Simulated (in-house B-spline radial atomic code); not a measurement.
Configurations of Ce2+, with energies counted from [Xe] 4f2. Method: scalar-relativistic (X2C) PBE0, spin-polarised, spherical fractional occupations, exact exchange averaged over the configuration, Fermi nucleus of rms radius 4.8771 fm. Calculated with a B-spline radial code for spherical atoms. Shells without spins written out take the highest spin.

Occupations are held fixed; configurations that lie above the ionisation limit could autoionise.

```tsv
configuration	E - E(ref) (eV)	highest orbital	its <r> (bohr)
[Xe] 4f1 5d1	1.0453	5d up	2.52
[Xe] 4f1 6p1	6.4269	6p up	4.317
[Kr] 4d10 4f2 5s2 5p5 6d1	28.991	6d up	5.959
[Kr] 4d9 4f2 5s2 5p6 6s1	107.16	6s up	3.606
```

Order these further configurations by energy, lowest first.
A. [Kr] 4d9 4f3 5s2 5p6
B. [Kr] 4d10 4f2 5s2 5p5 6s1
C. [Kr] 4d9 4f2 5s2 5p6 5d1
D. [Xe] 4f1 6d1

D (11.085 eV), B (20.525 eV), A (102.46 eV), C (105.49 eV).
